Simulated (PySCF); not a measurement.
**Pd(OH)₂, singlet: structure and spectrum**

These are results of PBE0/[Pd def2-SVP with ECP28, O def2-SVP, H def2-SVP], scalar-relativistic core potentials, density fitting, no spin–orbit coupling, PySCF, not measurements.

The structure is a saddle point with 1 imaginary mode.

```xyz
5
charge 0 multiplicity 1, angstrom
Pd    0.0000    0.0000    0.0000
O     0.0904    0.0000    1.8596
O    -0.0904    0.0000   -1.8596
H    -0.7641    0.0000    2.3182
H     0.7641    0.0000   -2.3182
```

| Item | Value |
| --- | --- |
| Point group | C2h |
| Bond lengths | O–H 0.970 Å (×2), Pd–O 1.862 Å (×2) |
| Bond angles | H–O–Pd 115.4° (×2), O–Pd–O 180.0° |
| Dipole moment | 0.00 D |
| Highest occupied level | -6.91 eV |
| Principal quadrupole moments (Buckingham, traceless) about the centre of mass | -10.76, -2.15, 12.91 D Å |
| Principal polarisabilities | 26.7, 29.5, 64.6 bohr³ |
| Zero-point energy (real modes) | 68.3 kJ/mol |
| Atomisation energy without zero-point energy | 1255 kJ/mol |
| Rotational constants | 11.95, 0.1388, 0.1372 cm⁻¹ |
| Lowest empty level | -4.95 eV |

Harmonic modes (masses in u: Pd 105.903, O 15.995, H 1.008):
```json
{"symmetry": "au", "ω (cm⁻¹)": "164i", "IR (km/mol)": "–"}
{"symmetry": "bu", "ω (cm⁻¹)": "225", "IR (km/mol)": "13.2"}
{"symmetry": "ag", "ω (cm⁻¹)": "609", "IR (km/mol)": "0.0"}
{"symmetry": "ag", "ω (cm⁻¹)": "697", "IR (km/mol)": "0.0"}
{"symmetry": "bu", "ω (cm⁻¹)": "720", "IR (km/mol)": "6.6"}
{"symmetry": "bu", "ω (cm⁻¹)": "750", "IR (km/mol)": "321"}
{"symmetry": "au", "ω (cm⁻¹)": "788", "IR (km/mol)": "169"}
{"symmetry": "bu", "ω (cm⁻¹)": "3814", "IR (km/mol)": "265"}
{"symmetry": "ag", "ω (cm⁻¹)": "3818", "IR (km/mol)": "0.0"}
```

In C2h the vibrations span 2au + 4bu + 3ag. The ag modes carry no infrared intensity, as symmetry demands. With a centre of inversion only u modes can be infrared active and only g modes Raman active.

Charges (e):
```
atom  Mulliken  Löwdin  polar tensor  Mayer order to Pd1
 Pd1      0.32   -0.05          0.59                   –
O2,3     -0.38   -0.08         -0.59                1.15
H4,5      0.22    0.10          0.30                0.02
```
Other Mayer orders above 0.3: O–H 0.94 (×2).

Mulliken populations on Pd1 (electrons outside its core potential): s 2.81, p 6.27, d 8.59, f 0.01.

Other isomers or separated fragments may lie lower. At this level a triplet minimum of C2h symmetry lies 96 kJ/mol below this structure.

The final relaxation and frequency run took about 100 core-seconds on a shared host.
